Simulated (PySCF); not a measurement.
Compound: C7H10O2Si.
SMILES with atom numbers: `[CH2:1]=[CH:2][CH2:3][C:4]1=[CH:5][O:6][C:7](=[O:8])[SiH2:9][CH2:10]1`

Geometry (GFN2-xTB, Å), atoms numbered from 1 in this order:
```xyz
20
C7H10O2Si angstrom
C      3.2086   -0.5522   -0.0015
C      2.3179    0.4016    0.1908
C      1.2578    0.7880   -0.7995
C     -0.1034    0.4847   -0.2266
C     -0.8717    1.4816    0.2030
O     -2.0974    1.4462    0.8175
C     -2.9106    0.3692    0.8018
O     -3.9577    0.4391    1.3969
Si    -2.3525   -1.1851   -0.1746
C     -0.4655   -0.9683   -0.1114
H      3.9478   -0.8017    0.7404
H      3.2438   -1.1200   -0.9172
H      2.2966    0.9576    1.1187
H      1.4014    0.2302   -1.7274
H      1.3392    1.8555   -1.0160
H     -0.5472    2.5117    0.1326
H     -2.8645   -1.0662   -1.5425
H     -2.8231   -2.3813    0.5121
H      0.0463   -1.5351   -0.8893
H     -0.0710   -1.3449    0.8383
```

Definitions: NICS(0) = −σiso at the ring centroid; NICS(1) = −σiso and NICS(1)zz = −σzz at ±1 Å along the ring normal z. Level: GIAO PBE0/pcSseg-1 (PySCF, non-relativistic, gas phase) on the GFN2-xTB geometry, one conformer.

Ring bond lengths (Å), with Mayer bond orders in brackets: C4–C5 1.330 (1.80), C5–O6 1.372 (0.96), O6–C7 1.350 (0.98), C7–Si9 1.918 (0.84), Si9–C10 1.901 (0.89), C10–C4 1.502 (1.03).

What do the NICS probes read (ppm)?

```tsv
ring	type	NICS(0)	NICS(1), two faces	NICS(1)zz, two faces	rms pucker (Å)	centre to ring atoms, mean (Å)
C4–C5–O6–C7–Si9–C10	6-membered ring with O and Si; formal bonds 1 double, 5 single	0.8	-1.7 / -0.5	2.5 / 3.4	0.18	1.53
```

What do they say, and how far can they be read as aromaticity?

- C4–C5–O6–C7–Si9–C10: mean NICS(1)zz 3.0 ppm, near zero. Si9, C10 have four or more neighbours, and the NICS criterion for π rings isn't applied.

At the second NICS(1) probe listed for ring C4–C5–O6–C7–Si9–C10, 1 Å off the ring, what do the in-plane components average?

The isotropic value is a third of the trace: (3 × -0.5 − (3.4))/2 = -2.5 ppm.
